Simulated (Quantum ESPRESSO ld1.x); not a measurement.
Results of a calculation; reference values are marked as such.
Question: All-electron atom: Os69+ in [He] 2s2 2p3. Level of theory: scalar-relativistic Kohn-Sham, relativistic LDA (MacDonald-Vosko exchange, VWN5 correlation), spin-unpolarised, spherical densities, point nucleus (ld1.x of Quantum ESPRESSO 7.5). Some entries of the table are withheld. Estimate them.

orbital  occ.  eigenvalue (hartree)  <r> (bohr)  <1/r> (bohr^-1)
1s          2                   (1)     0.01777            90.21
2s          2                   (2)         (3)              (4)
2p          3                   (5)     0.06493              (6)

Answer: 
(1) 1s eigenvalue (hartree): -2970.02
(2) 2s eigenvalue (hartree): -713.355
(3) 2s <r> (bohr): 0.07300
(4) 2s <1/r> (bohr^-1): 21.81
(5) 2p eigenvalue (hartree): -657.711
(6) 2p <1/r> (bohr^-1): 19.61
